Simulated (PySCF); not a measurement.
Mo(O)(NH)(OH)2 (H3MoNO3), SMILES [OH][Mo](=[O])([OH])=[NH], multiplicity 1.

Geometry optimised at r2SCAN-D4/def2-SVP. The spin state was assumed, not searched. The structure was generated by enumeration; whether it is a known compound was not checked. The def2 effective core potentials stand for the cores of Mo; spin–orbit coupling is left out. One conformer was computed; it need not be the lowest.

The numbers are results of ωB97X/def2-TZVP in PySCF, not measurements.

Computed frontier levels, gap, dipole moment and polarisability:
```json
{
 "highest_occupied_level": "-10.76 eV",
 "lowest_empty_level": "0.29 eV",
 "orbital_gap": "11.04 eV",
 "dipole_moment": "3.76 D",
 "quadrupole, principal values (traceless, Buckingham form, about the centre of nuclear charge)": "-5.12, 0.56, 4.57 D·Å",
 "mean_static_polarisability": "54.5 bohr³ (8.07 Å³)",
 "polarisability_principal_values": "51.2, 52.2, 60.0 bohr³"
}
```
